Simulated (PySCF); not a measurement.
This script is equivalent to a calculation on Hg⁷⁰⁺ (mercury, charge +70).

```python
from pyscf import gto, scf, dft, mp, cc
mol = gto.M(atom="Hg 0 0 0", charge=70, spin=0, symmetry="D2h",
            basis=gto.etbs([(0, 18, 51, 2.2), (1, 13, 66, 2.2), (2, 5, 260, 2.4), (3, 5, 390, 2.4), (4, 4, 580, 2.4)]),
            nucmod="G")
mf = scf.UHF(mol).sfx2c1e()
mf.irrep_nelec = {'Ag': (2, 2), 'B1u': (1, 1), 'B2u': (1, 1), 'B3u': (1, 1)}
mf.kernel()
```

(1) What total energy does it give?

(2) Which occupied shell lies highest, and where?

Spin-orbit coupling, which splits the p, d and f shells strongly at this Z, is absent.

## Answers

(1) -13160.28255 hartree (calculated).

(2) 2p, at -19180.5 eV.
